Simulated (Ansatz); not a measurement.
Stepwise reaction of `C[O][Al]([OH])[O]C` with hydrogen chloride, as a gas-phase model of exchange steps in deposition or etching. ΔE in kJ/mol.

Calculated with Ansatz (gas phase, PBE0-D4/def2-TZVP geometries, no zero-point term in ΔE). CCSD(T)/CBS is the MP2 limit (def2-TZVPP, def2-QZVPP) plus CCSD(T) − MP2 in def2-TZVPP, frozen cores. This one scheme is used for every species. DFT in def2-TZVPP. B3LYP here is the variant with VWN-RPA as its local correlation; programs differ in this. One conformer a species, not always the lowest.

```json
{"step": "1", "reaction": "`C[O][Al]([OH])[O]C` + HCl → `C[O][Al]([OH])[Cl]` + CH₃OH", "PBE-D4": "-40.7", "B3LYP-D4": "-34.2", "ωB97M-V": "-39.3", "CCSD(T)/CBS": "-38.7"}
{"step": "2", "reaction": "`C[O][Al]([OH])[Cl]` + HCl → `[OH][Al]([Cl])[Cl]` + CH₃OH", "PBE-D4": "-28.8", "B3LYP-D4": "-22.6", "ωB97M-V": "-26.8", "CCSD(T)/CBS": "-26.9"}
```

(1) By hand: ΔE of the 2 steps together at CCSD(T)/CBS.

## Answers

(1) (-38.7) + (-26.9) = -65.6 kJ/mol, or -32.8 kJ/mol a step.

In ΔE each step is higher than the one before. All are downhill at CCSD(T)/CBS. PBE-D4 differs from CCSD(T)/CBS by -2.0 to -1.9 kJ/mol a step. Only this route is followed, and other bonds may react first. Isolated molecules leave out the surface, adducts and barriers. Largest T1 diagnostic: 0.012.
